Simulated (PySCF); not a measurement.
PySCF input file for B(F)(H)(iPr) (C3H8BF), SMILES C(BF)(C)C, PBE-D3(BJ)/def2-SVP. Geometry optimised at PBE-D3(BJ)/def2-SVP. The structure was generated by enumeration, and PubChem lists no compound with its InChIKey, so it may never have been made. One conformer was computed; it need not be the lowest.

```python
import numpy as np
from pyscf import gto, scf, dft, df
from pyscf.hessian import thermo

mol = gto.M(
    atom='''
    B     0.48250175   -0.56991861    0.91285732
    F     0.23434168    0.16469806    2.00282335
    H     0.93725134   -1.68904694    1.10951005
    C     0.25512827    0.02106246   -0.52505859
    C    -0.56808328    1.31536947   -0.57372345
    C    -0.23438443   -1.03978451   -1.52754976
    H     1.31424869    0.26816196   -0.80935170
    H    -0.57137372    1.75913842   -1.59113087
    H    -1.62583256    1.12196807   -0.29715690
    H    -0.18092841    2.07935654    0.12937853
    H     0.38627363   -1.95807449   -1.49505957
    H    -0.21608786   -0.65435175   -2.56832774
    H    -1.28109843   -1.33972585   -1.30956777
    ''',
    basis='def2-SVP',
    charge=0,
    spin=0,
    max_memory=1600,
    verbose=3,
)
mf = dft.RKS(mol, xc='pbe').density_fit(auxbasis='def2-universal-jkfit')
mf.disp = 'd3bj'
mf.grids.level = 3
mf.conv_tol = 1e-11
mf.max_cycle = 100
mf.kernel()

# [left out here: the lines that compute and print the analytic Hessian (its translational invariance restored by hand, since the grid's response is missing), thermochemistry and intensities]
```

Output:

```
converged SCF energy = -243.392174616163

WARN: DFTD3 does not support analytical Hessian, using finite difference


WARN: Mole.unit (angstrom) is changed to Bohr

Mode                                 0                   1                   2
Irrep
Freq [cm^-1]                       59.4709            194.5473            212.8764
Reduced mass [au]                   2.6921              2.8813              1.0429
Force const [Dyne/A]                0.0056              0.0643              0.0278
Char temp [K]                      85.5654            279.9103            306.2817
Normal mode                   x     y     z       x     y     z       x     y     z
       0   B                 0.13  0.05 -0.03    0.00  0.03 -0.00    0.01 -0.00 -0.00
       1   F                -0.11 -0.06 -0.01    0.04 -0.09  0.08   -0.01  0.01 -0.02
       2   H                 0.37  0.14 -0.05    0.07  0.03 -0.12    0.01  0.00  0.02
       3   C                 0.05  0.03 -0.03   -0.04  0.05  0.01    0.01 -0.01 -0.01
       4   C                 0.04  0.02 -0.00   -0.03  0.05 -0.14    0.02  0.00  0.01
       5   C                -0.06 -0.02  0.07   -0.00 -0.01  0.05   -0.03 -0.01  0.02
       6   H                 0.02  0.00 -0.15   -0.03  0.02  0.04    0.01 -0.01 -0.03
       7   H                -0.08 -0.03 -0.03    0.16  0.04 -0.15    0.36  0.24  0.11
       8   H                 0.07  0.04  0.14   -0.08  0.06 -0.35   -0.07 -0.08 -0.40
       9   H                 0.12  0.06 -0.09   -0.16  0.06 -0.08   -0.23 -0.16  0.32
      10   H                -0.06 -0.02  0.05   -0.04 -0.03  0.17    0.18  0.12 -0.23
      11   H                -0.16 -0.06  0.05    0.10 -0.09  0.02   -0.38  0.10  0.05
      12   H                -0.04 -0.01  0.19   -0.03  0.06 -0.01    0.10 -0.26  0.26
Mode                                 3                   4                   5
Irrep
Freq [cm^-1]                      227.4355            301.4684            352.1590
Reduced mass [au]                   1.2129              1.9774              2.0558
Force const [Dyne/A]                0.0370              0.1059              0.1502
Char temp [K]                     327.2291            433.7459            506.6784
Normal mode                   x     y     z       x     y     z       x     y     z
       0   B                 0.07  0.01  0.01    0.06  0.01  0.07   -0.00  0.02 -0.03
       1   F                -0.02  0.03 -0.02   -0.00  0.02  0.06    0.00 -0.00 -0.01
       2   H                 0.28  0.10  0.04    0.32  0.12  0.09    0.20  0.09 -0.07
       3   C                -0.02 -0.04  0.01   -0.06 -0.07  0.04   -0.14 -0.02 -0.00
       4   C                 0.00 -0.03  0.05    0.02 -0.03 -0.06    0.03  0.10  0.05
       5   C                -0.03  0.01 -0.04   -0.03  0.05 -0.10    0.05 -0.10 -0.02
       6   H                -0.01 -0.05  0.02   -0.03 -0.11  0.09   -0.11 -0.05  0.06
       7   H                 0.22  0.16  0.13    0.03 -0.16 -0.11    0.08  0.16  0.08
       8   H                -0.06 -0.09 -0.22    0.01  0.07 -0.01    0.00  0.30  0.10
       9   H                -0.16 -0.16  0.27    0.09  0.03 -0.16    0.21 -0.02  0.08
      10   H                -0.28 -0.15  0.19    0.05  0.09 -0.34    0.21  0.01  0.08
      11   H                 0.32 -0.08 -0.06   -0.12  0.28 -0.02    0.10 -0.15 -0.04
      12   H                -0.16  0.31 -0.26    0.00 -0.08 -0.12    0.08 -0.28 -0.11
Mode                                 6                   7                   8
Irrep
Freq [cm^-1]                      498.5407            735.5454            835.1151
Reduced mass [au]                   3.9913              2.2966              1.4763
Force const [Dyne/A]                0.5845              0.7321              0.6066
Char temp [K]                     717.2890           1058.2861           1201.5448
Normal mode                   x     y     z       x     y     z       x     y     z
       0   B                 0.03 -0.11 -0.00   -0.11  0.10 -0.09   -0.09 -0.09  0.04
       1   F                -0.00  0.00 -0.13    0.02 -0.01 -0.00    0.02  0.01  0.00
       2   H                 0.14 -0.06  0.02    0.21  0.20 -0.31    0.45  0.14  0.10
       3   C                -0.05 -0.00  0.12   -0.04 -0.01  0.01    0.05  0.01 -0.03
       4   C                -0.02  0.02 -0.02    0.06 -0.10  0.01   -0.02  0.07 -0.01
       5   C                 0.02  0.06  0.09    0.02  0.05  0.06    0.01 -0.02 -0.05
       6   H                -0.02  0.00  0.20    0.08 -0.15  0.28    0.18 -0.07  0.34
       7   H                 0.09 -0.15 -0.09   -0.01 -0.06  0.03   -0.19  0.14  0.01
       8   H                -0.05  0.10 -0.09    0.08 -0.16  0.06    0.03 -0.12  0.05
       9   H                -0.04  0.12 -0.12    0.06 -0.14  0.04   -0.12  0.09  0.03
      10   H                 0.04  0.07  0.07    0.02  0.06  0.04   -0.11 -0.11 -0.01
      11   H                 0.04  0.10  0.10   -0.01  0.08  0.07   -0.19 -0.20 -0.12
[...]
       1   F                -0.00  0.00  0.01    0.00 -0.00 -0.00   -0.00  0.00  0.01
       2   H                 0.01 -0.00  0.02   -0.00 -0.00 -0.02   -0.00  0.01  0.03
       3   C                 0.00  0.00  0.00   -0.00 -0.02 -0.01   -0.02 -0.01  0.03
       4   C                -0.02 -0.01  0.03   -0.03 -0.01 -0.02   -0.02 -0.02  0.01
       5   C                 0.02  0.02 -0.03    0.03 -0.01  0.02   -0.03  0.00  0.01
       6   H                -0.00  0.04  0.02   -0.01  0.06  0.02   -0.06  0.01 -0.06
       7   H                 0.01  0.28  0.14    0.49  0.17  0.06    0.19  0.33  0.15
       8   H                -0.03 -0.25 -0.22    0.13 -0.15  0.45    0.04 -0.28 -0.00
       9   H                 0.28  0.15 -0.32   -0.17  0.19 -0.15    0.16  0.22 -0.34
      10   H                -0.33 -0.21  0.35    0.11  0.06  0.15    0.13  0.09 -0.39
      11   H                -0.10  0.31  0.09   -0.39  0.01  0.01    0.38 -0.26 -0.08
      12   H                 0.12 -0.37 -0.01   -0.10  0.15 -0.34    0.01  0.14  0.29
Mode                                24                  25                  26
Irrep
Freq [cm^-1]                     1438.4398           2521.3703           2867.3760
Reduced mass [au]                   1.1239              1.0969              1.0786
Force const [Dyne/A]                1.3701              4.1084              5.2250
Char temp [K]                    2069.5946           3627.6904           4125.5157
Normal mode                   x     y     z       x     y     z       x     y     z
       0   B                 0.00  0.01  0.06   -0.03  0.08 -0.02    0.00 -0.00 -0.00
       1   F                 0.00 -0.01 -0.01    0.00 -0.00 -0.00   -0.00  0.00  0.00
       2   H                 0.00 -0.02 -0.05    0.35 -0.87  0.15   -0.01  0.01 -0.00
       3   C                -0.02  0.02 -0.06    0.00 -0.00  0.00    0.07  0.02 -0.02
       4   C                -0.00 -0.01 -0.02    0.00 -0.00 -0.00   -0.00 -0.00  0.00
       5   C                -0.01  0.02 -0.01    0.00  0.00 -0.00   -0.00  0.00  0.00
       6   H                 0.02 -0.03  0.05   -0.01 -0.00 -0.00   -0.89 -0.22  0.27
       7   H                 0.32 -0.11 -0.05   -0.00 -0.00  0.00   -0.00  0.01 -0.02
       8   H                 0.09  0.07  0.39    0.00  0.00 -0.00    0.03  0.00 -0.01
       9   H                -0.29  0.04  0.10   -0.00 -0.00  0.00    0.01  0.01  0.01
      10   H                -0.27 -0.17 -0.03   -0.00  0.00 -0.00    0.01 -0.01  0.01
      11   H                 0.36  0.17  0.06   -0.00 -0.01  0.00   -0.00  0.01 -0.02
      12   H                 0.16 -0.31  0.33    0.00  0.00 -0.00    0.03  0.01 -0.01
Mode                                27                  28                  29
Irrep
Freq [cm^-1]                     2961.2402           2964.7729           3042.0856
Reduced mass [au]                   1.0366              1.0375              1.1032
Force const [Dyne/A]                5.3555              5.3730              6.0152
Char temp [K]                    4260.5653           4265.6481           4376.8839
Normal mode                   x     y     z       x     y     z       x     y     z
       0   B                -0.00  0.00 -0.00   -0.00  0.00 -0.00   -0.00 -0.00 -0.00
       1   F                -0.00 -0.00  0.00   -0.00  0.00  0.00    0.00 -0.00 -0.00
       2   H                 0.00 -0.01  0.00    0.00 -0.01  0.00    0.00 -0.00 -0.00
       3   C                -0.00 -0.00 -0.00   -0.00  0.00  0.00   -0.00 -0.00  0.00
       4   C                -0.01  0.01 -0.00    0.03 -0.04  0.01    0.00  0.00 -0.00
       5   C                 0.02  0.03  0.03    0.01  0.01  0.01   -0.05 -0.03  0.06
       6   H                 0.00  0.00 -0.00    0.00 -0.00 -0.00    0.03  0.01 -0.01
       7   H                -0.00 -0.06  0.14    0.01  0.23 -0.56   -0.00 -0.00  0.01
       8   H                 0.14  0.03 -0.04   -0.54 -0.11  0.15   -0.02 -0.01  0.00
       9   H                -0.04 -0.07 -0.07    0.17  0.31  0.29   -0.00 -0.00 -0.01
      10   H                 0.28 -0.40  0.02    0.07 -0.10  0.00   -0.00 -0.02  0.01
      11   H                 0.02  0.21 -0.54    0.00  0.05 -0.14    0.00  0.24 -0.62
      12   H                -0.55 -0.15  0.13   -0.14 -0.04  0.03    0.64  0.17 -0.13
Mode                                30                  31                  32
Irrep
Freq [cm^-1]                     3043.5001           3057.1326           3063.6128
Reduced mass [au]                   1.1030              1.1027              1.1024
Force const [Dyne/A]                6.0197              6.0722              6.0960
Char temp [K]                    4378.9191           4398.5331           4407.8567
Normal mode                   x     y     z       x     y     z       x     y     z
       0   B                 0.00 -0.00 -0.00   -0.00  0.00  0.00   -0.00  0.00  0.00
       1   F                -0.00  0.00  0.00    0.00 -0.00 -0.00    0.00 -0.00 -0.00
       2   H                -0.00  0.00 -0.00    0.00 -0.00  0.00    0.00 -0.00 -0.00
       3   C                 0.00  0.00 -0.00   -0.00  0.00 -0.00    0.00  0.00  0.00
       4   C                 0.05  0.03 -0.07   -0.00 -0.00 -0.00    0.05  0.04  0.06
       5   C                 0.00  0.00 -0.00   -0.06  0.06 -0.02   -0.00  0.00 -0.00
       6   H                -0.03 -0.01  0.01    0.02  0.00 -0.00   -0.02 -0.00  0.00
       7   H                 0.01 -0.26  0.61   -0.00 -0.00  0.01    0.01  0.13 -0.27
       8   H                -0.64 -0.12  0.16    0.02  0.00 -0.01   -0.31 -0.06  0.10
       9   H                 0.02  0.03  0.01    0.01  0.02  0.02   -0.30 -0.57 -0.53
      10   H                 0.00 -0.01  0.00    0.46 -0.67  0.03    0.02 -0.03  0.00
      11   H                -0.00 -0.00  0.02   -0.02 -0.12  0.33   -0.00 -0.01  0.02
      12   H                -0.01 -0.00  0.00    0.30  0.10 -0.07    0.00  0.00 -0.00
temperature 298.1500 [K]
pressure 101325.00 [Pa]
Rotational constants [GHz] 7.60157 3.41523 2.54767
Symmetry number 1
Zero-point energy (ZPE) 0.10531 [Eh]   276487.622 [J/mol]
                           tot       elec      trans        rot        vib
Entropy [J/mol/K]       334.414      0.000    162.409    108.736     63.269
Cv [J/mol/K]             96.322      0.000     12.472     12.472     71.378
Cp [J/mol/K]            104.636      0.000     20.786     12.472     71.378
Internal energy [J/mol]                      3718.434   3718.434 286884.558
Internal energy [Eh]   -243.28007  -243.39217
Enthalpy [J/mol]                             6197.391   3718.434 286884.558
Enthalpy [Eh]          -243.27913
Gibbs free energy [J/mol]                  -42224.803 -28701.201 268020.899
Gibbs free energy [Eh] -243.31711
mode   freq/cm-1   IR/(km/mol)
   1       59.47         0.084
   2      194.55         1.436
   3      212.88         0.155
   4      227.44         0.189
   5      301.47         0.803
   6      352.16         0.267
   7      498.54         3.515
   8      735.55         8.265
   9      835.12        24.195
  10      885.57         2.255
  11      916.94        13.787
  12      950.44         2.348
  13     1001.48        19.712
  14     1077.20        27.034
  15     1109.26         3.984
  16     1146.08         3.112
  17     1219.96        25.244
  18     1247.54        12.934
  19     1333.92        12.994
  20     1341.79       101.023
  21     1361.10        69.869
  22     1407.51         1.469
  23     1420.92         6.731
  24     1428.72        22.716
  25     1438.44        34.179
  26     2521.37       169.249
  27     2867.38        23.971
  28     2961.24        28.334
  29     2964.77        26.581
  30     3042.09        19.720
  31     3043.50        21.794
  32     3057.13        20.144
  33     3063.61        16.447
max |gradient| / (hartree/bohr): 0.0004761717625335403
APT charges: [ 0.9271 -0.5224 -0.2144 -0.2091  0.0633  0.0873 -0.0238 -0.0305 -0.0145
 -0.0068 -0.0104 -0.0278 -0.0179]
```

The calculation finished and met its thresholds.
